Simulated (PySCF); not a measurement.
C3H8BNO, SMILES C=CCB(N)O.

The structure is a stationary point at PBE-D3(BJ)/def2-SVP. One conformer was computed; it need not be the lowest.

Two levels are set side by side: PBE/def2-TZVP (PySCF) and r2SCAN/def2-TZVP (PySCF). Same geometry, gas phase. Differences are taken from unrounded values.

```tsv
quantity	r2SCAN
orbital gap (eV)	5.67
highest occupied level (eV)	-6.10
lowest empty level (eV)	-0.43
dipole moment (D)	2.44
mean polarisability (bohr³)	63.6
```

Task: What does PBE give, and how far is it from r2SCAN? (An estimate is asked for; the answer gives what the named calculation found.)

Result: 
| quantity | PBE | PBE minus r2SCAN |
|---|---|---|
| orbital gap (eV) | 5.24 | -0.43 |
| highest occupied level (eV) | -5.91 | 0.19 |
| lowest empty level (eV) | -0.68 | -0.24 |
| dipole moment (D) | 2.43 | -0.02 |
| mean polarisability (bohr³) | 65.1 | 1.6 |

Rough cost on one machine, each run with all the roots and properties that it gave: r2SCAN against PBE about 4 times.
